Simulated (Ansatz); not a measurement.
Relaxing a trial structure of H4In2Si

The starting geometry of this gas-phase triplet was optimised with GFN2-xTB as a singlet.

```yaml
atoms:
  - { symbol: In, position_ang: [-1.4349, -0.3673, -0.3513] }
  - { symbol: In, position_ang: [-0.3109, -0.1602, 2.5705] }
  - { symbol: Si, position_ang: [-1.0696, -0.9452, -3.0066] }
  - { symbol: H, position_ang: [-0.3926, 0.1788, -3.7299] }
  - { symbol: H, position_ang: [-0.1480, -2.0856, -3.2741] }
  - { symbol: H, position_ang: [-2.1859, -1.2508, -3.9469] }
  - { symbol: H, position_ang: [0.8197, -1.0599, 0.8915] }
```

**Question.** Where would you expect an optimisation with PBE0-D3(BJ)/def2-SVP to take it?

**Answer.** It rearranges to `[SiH3][InH][In]`. Distances that change by over a tenth: In2–H7 (2.22 → 4.23 Å). Contacts that close: In1–H7 (2.67 → 1.72 Å).

The energy falls by 1.28 eV over 32 steps:

| step | E − E(last) (eV) |
| --- | --- |
| 1 | 1.284 |
| 4 | 0.303 |
| 8 | 0.158 |
| 11 | 0.114 |
| 15 | 0.043 |
| 18 | 0.017 |
| 22 | 0.004 |
| 25 | 0.001 |
| 29 | 0.000 |
| 32 | 0.000 |

Final geometry (Å):

```xyz
7

In    0.2298   -0.9315   -0.2716
In   -2.3173   -0.1601    0.7566
Si   -0.8796   -0.8575   -2.5973
H    -0.2879    0.1572   -3.5267
H    -0.9082   -2.1773   -3.3049
H    -2.3104   -0.4543   -2.3553
H     1.7514   -1.2666    0.4525
```

Frequencies at the end are all real (lowest 19 cm⁻¹). Open shells are spin-unrestricted. The triplet needn't be the ground state. Atoms past krypton carry core potentials, without spin–orbit terms. Run with Ansatz 0.2.0, 78 s on 2 threads of Intel(R) Xeon(R) 6975P-C (Granite Rapids), on a shared host.
